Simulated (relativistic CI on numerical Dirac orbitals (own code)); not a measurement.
**Sm XXI: q coefficients and field-shift factors**

These numbers are calculated, not measured: Dirac-Coulomb-Breit CI, separate exchange-only KLI orbitals for each configuration, derivatives by finite differences, unscaled Slater integrals, QED left out (own radial code, finite nucleus).

Configurations in the expansion (outside the closed core [Ar] 3d10): 4s²4p⁶4d⁶, 4s²4p⁵4d⁷, 4s²4p⁴4d⁸, 4s4p⁶4d⁷, 4s²4p⁶4d⁵5s, 4p⁶4d⁸, 4s²4p⁶4d⁵5p, 4s4p⁵4d⁸. Levels of other configurations are missing.

With x = (α/α₀)² − 1 an excitation energy changes as ω = ω₀ + qx; K = 2q/ω₀ is the relative enhancement. Terms are leading LS components, so labels can repeat. The field-shift factor is F = δν/δ⟨r²⟩ for the transition from the lowest level.

Lowest level 4s²4p⁶4d⁶ ⁵D4.

```
        Level  ω₀ (cm⁻¹)  q (cm⁻¹)  F (GHz/fm²)
4s²4p⁶4d⁶ ³P2    15262.6    -500.3        -0.21
4s²4p⁶4d⁶ ⁵D3    31773.0     42220        0.678
4s²4p⁶4d⁶ ⁵D0    35021.2     21110        0.334
4s²4p⁶4d⁶ ⁵D1    40337.5     43790        0.645
4s²4p⁶4d⁶ ¹G4    50351.4     25140        0.504
4s²4p⁶4d⁶ ³G5    67066.2     33440        0.685
4s²4p⁶4d⁶ ³H6    68773.5     34720        0.765
4s²4p⁶4d⁶ ³F2    74262.9     44960        0.524
4s²4p⁶4d⁶ ³F3    77289.6     39980        0.646
4s²4p⁶4d⁶ ³P2    80834.0     65680        0.825
4s²4p⁶4d⁶ ¹S0    96064.2     67640         1.17
4s²4p⁶4d⁶ ³H4    99709.2     58960         1.09
4s²4p⁶4d⁶ ³D1   100152.8     48920        0.802
4s²4p⁶4d⁶ ³D2   101600.7     51750        0.826
4s²4p⁶4d⁶ ³F4   105541.5     69300         1.16
4s²4p⁶4d⁶ ³P0   109672.4     27370        0.344
4s²4p⁶4d⁶ ³D3   112575.2     60130         1.07
4s²4p⁶4d⁶ ³H5   113649.2     80880         1.45
4s²4p⁶4d⁶ ¹F3   118649.7     58360        0.857
4s²4p⁶4d⁶ ³G3   124260.5     72290         1.27
4s²4p⁶4d⁶ ¹I6   126723.6     78650         1.56
4s²4p⁶4d⁶ ³P1   135531.5     93720         1.18
4s²4p⁶4d⁶ ¹D2   141203.9     79550        0.917
```

At this charge energies of transitions that change n are usually good to better than 1 %, and those within a shell (Δn = 0) to a few per cent. Terms inside the open d or f shell come out 10 to 20 % too wide with unscaled integrals.

**Question.** Which transition from the lowest level has the largest |K|?

**Answer.** 4s²4p⁶4d⁶ ⁵D3 at 31773.0 cm⁻¹, K = 2.66.
